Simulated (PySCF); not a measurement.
Zn(Br)(OMe) (CH₃BrOZn), SMILES C[O][Zn][Br]. Atoms are numbered in the order given.

```xyz
7

Zn     0.1365     0.4655     0.0000
Br    -0.0878    -1.7604     0.0000
O      0.5059     2.2113     0.0000
C     -0.4725     3.2216     0.0000
H     -1.1372     3.2080     0.8992
H      0.0402     4.2110     0.0000
H     -1.1372     3.2080    -0.8992
```
Charge 0, spin multiplicity 1.

The structure is a stationary point at PBE-D3(BJ)/def2-SVP. The structure was generated by enumeration; whether it is a known compound was not checked. One conformer was computed; it need not be the lowest.

The numbers are results of M06-2X/def2-TZVP in PySCF, not measurements.

Symmetry labels are those of the subgroup Cs that the program uses (full group Cs).

Computed valence orbital energies around the gap with their symmetry:
```
orbital  symmetry  energy (eV)
-------  --------  -----------
HOMO−7         A'       -14.12
HOMO−6         A"       -13.73
HOMO−5         A'       -13.34
HOMO−4         A'       -11.34
HOMO−3         A"        -9.87
HOMO−2         A'        -9.83
HOMO−1         A'        -9.55
HOMO           A"        -9.24
LUMO           A'        -0.85
LUMO+1         A'         0.08
LUMO+2         A"         0.16
LUMO+3         A'         2.16
```
